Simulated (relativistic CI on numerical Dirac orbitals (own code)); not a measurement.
**Level scheme of B II**

Computed by Dirac-Coulomb-Breit CI, separate exchange-only KLI orbitals for each configuration, QED by a radiative potential, valence Slater integrals scaled by 0.85, configuration energies shifted to the measured levels that pair with them (semi-empirical) (own radial code, finite nucleus).

CI space (outside the closed core 1s2): 2s2, 2s 2p, 2p2, 2s 3s, 2s 3p, 2s 3d, 2p 3s, 2p 3p, 2s 4s, 2s 4p, 2s 4d, 2s 4f, 3s2, 3s 3p, 3p2. Levels of other configurations are missing.

| No. | Configuration | Term | J | E (eV) | % | Next component (%) | Landé g | jj configuration (%) |
| --- | --- | --- | --- | --- | --- | --- | --- | --- |
| 1 | 2s2 | 1S | 0 | 0.0000 | 93 | 7 2p2 1S |  | closed (93) |
| 2 | 2s 2p | 3P° | 0 | 4.6291 | 100 |  |  | 2s 2p1/2 (100) |
| 3 | 2s 2p | 3P° | 1 | 4.6297 | 100 |  | 1.501 | 2s 2p1/2 (67) |
| 4 | 2s 2p | 3P° | 2 | 4.6314 | 100 |  | 1.501 | 2s 2p3/2 (100) |
| 5 | 2s 2p | 1P° | 1 | 9.3858 | 99 | 1 2s 3p 1P° | 1.000 | 2s 2p3/2 (66) |
| 6 | 2p2 | 3P | 0 | 12.2635 | 100 |  |  | 2p1/2^2 (67) |
| 7 | 2p2 | 3P | 1 | 12.2644 | 100 |  | 1.501 | 2p1/2 2p3/2 (100) |
| 8 | 2p2 | 3P | 2 | 12.2658 | 100 |  | 1.501 | 2p3/2^2 (66) |
| 9 | 2p2 | 1D | 2 | 13.1151 | 94 | 5 2s 3d 1D | 1.000 | 2p1/2 2p3/2 (62) |
| 10 | 2s 3s | 3S | 1 | 16.0898 | 98 | 1 2p 3p 3S | 2.002 | 2s 3s (98) |
| 11 | 2p2 | 1S | 0 | 16.2028 | 65 | 30 2s 3s 1S |  | 2p3/2^2 (43) |
| 12 | 2s 3s | 1S | 0 | 16.8920 | 67 | 27 2p2 1S |  | 2s 3s (67) |
| 13 | 2s 3p | 3P° | 0 | 17.8521 | 99 |  |  | 2s 3p1/2 (99) |
| 14 | 2s 3p | 3P° | 1 | 17.8523 | 99 |  | 1.501 | 2s 3p1/2 (67) |
| 15 | 2s 3p | 3P° | 2 | 17.8527 | 99 |  | 1.501 | 2s 3p3/2 (99) |
| 16 | 2s 3p | 1P° | 1 | 17.9433 | 95 | 5 2p 3s 1P° | 1.000 | 2s 3p3/2 (63) |
| 17 | 2s 3d | 3D | 2 | 18.6781 | 99 | 1 2p 3p 3D | 1.167 | 2s 3d3/2 (59) |
| 18 | 2s 3d | 3D | 1 | 18.6781 | 99 | 1 2p 3p 3D | 0.499 | 2s 3d3/2 (99) |
| 19 | 2s 3d | 3D | 3 | 18.6781 | 99 | 1 2p 3p 3D | 1.334 | 2s 3d5/2 (99) |
| 20 | 2s 3d | 1D | 2 | 19.2649 | 93 | 4 2p2 1D | 1.000 | 2s 3d5/2 (56) |
| 21 | 2s 4s‡ | 3S | 1 | 20.7040 | 99 |  | 2.002 | 2s 4s (99) |
| 22 | 2s 4s‡ | 1S | 0 | 20.9061 | 98 | 2 2p 3p 1S |  | 2s 4s (98) |
| 23 | 2s 4p‡ | 1P° | 1 | 21.2732 | 91 | 8 2p 3s 1P° | 1.000 | 2s 4p3/2 (61) |
| 24 | 2s 4p‡ | 3P° | 0 | 21.3469 | 100 |  |  | 2s 4p1/2 (100) |
| 25 | 2s 4p‡ | 3P° | 1 | 21.3469 | 100 |  | 1.501 | 2s 4p1/2 (66) |
| 26 | 2s 4p‡ | 3P° | 2 | 21.3471 | 100 |  | 1.501 | 2s 4p3/2 (100) |
| 27 | 2s 4d‡ | 3D | 2 | 21.6370 | 100 |  | 1.167 | 2s 4d3/2 (60) |
| 28 | 2s 4d‡ | 3D | 1 | 21.6370 | 100 |  | 0.499 | 2s 4d3/2 (100) |
| 29 | 2s 4d‡ | 3D | 3 | 21.6370 | 100 |  | 1.334 | 2s 4d5/2 (100) |
| 30 | 2s 4d‡ | 1D | 2 | 21.9468 | 97 | 2 2p2 1D | 1.000 | 2s 4d5/2 (58) |
| 31 | 2s 4f‡ | 3F° | 3 | 22.0170 | 100 |  | 1.084 | 2s 4f5/2 (57) |
| 32 | 2s 4f‡ | 3F° | 4 | 22.0170 | 100 |  | 1.251 | 2s 4f7/2 (100) |
| 33 | 2s 4f‡ | 3F° | 2 | 22.0170 | 100 |  | 0.666 | 2s 4f5/2 (100) |
| 34 | 2s 4f‡ | 1F° | 3 | 22.0222 | 100 |  | 1.000 | 2s 4f7/2 (57) |
| 35 | 2p 3s‡ | 3P° | 0 | 22.6060 | 99 |  |  | 2p1/2 3s (99) |
| 36 | 2p 3s‡ | 3P° | 1 | 22.6072 | 99 |  | 1.501 | 2p1/2 3s (66) |
| 37 | 2p 3s‡ | 3P° | 2 | 22.6097 | 99 |  | 1.501 | 2p3/2 3s (99) |
| 38 | 2p 3s‡ | 1P° | 1 | 23.3319 | 87 | 8 2s 4p 1P° | 1.000 | 2p3/2 3s (58) |
| 39 | 2p 3p‡ | 1P | 1 | 23.6165 | 100 |  | 1.000 | 2p3/2 3p3/2 (55) |
| 40 | 2p 3p‡ | 3D | 1 | 23.8260 | 99 | 1 2s 3d 3D | 0.499 | 2p1/2 3p1/2 (73) |
| 41 | 2p 3p‡ | 3D | 2 | 23.8275 | 99 | 1 2s 3d 3D | 1.167 | 2p1/2 3p3/2 (50) |
| 42 | 2p 3p‡ | 3D | 3 | 23.8298 | 99 | 1 2s 3d 3D | 1.334 | 2p3/2 3p3/2 (99) |
| 43 | 2p 3p‡ | 3S | 1 | 24.1265 | 98 | 1 2s 3s 3S | 2.002 | 2p3/2 3p3/2 (37) |
| 44 | 2p 3p‡ | 3P | 0 | 24.2633 | 100 |  |  | 2p1/2 3p1/2 (67) |
| 45 | 2p 3p‡ | 3P | 1 | 24.2641 | 100 |  | 1.501 | 2p3/2 3p1/2 (51) |

Energies count from the lowest computed level; ° marks odd parity. Filled j subshells are mostly left out of the jj labels. ‡ marks configurations that were not tied to measured data.

The mean weight of the leading LS term, summed over parents, in these 45 levels is 97 %, and that of the leading jj configuration (from the same eigenvectors) 77 %, so LS coupling describes them better.

Configurations whose levels could be paired with our table of measured levels were shifted onto them, all but the ground configuration, by the median error of their levels; single terms can still be off by 1,000 to 2,000 cm⁻¹ or more, and rates follow the energies as ν³ (E1, M1) or ν⁵ (E2). The others borrow a shift and can be off by several thousand cm⁻¹ or more. The fine structure of a lone outer electron comes out too small, for d and f at times inverted, and misplaced configurations move strength between like terms. 18 of the 18 excited levels that our extract of the measured tables holds in this range could be paired (the sources list more); they are missed by 560 cm⁻¹ on average and 3418 at most, after the shifts were fitted to these levels, and levels without a partner can miss by more.
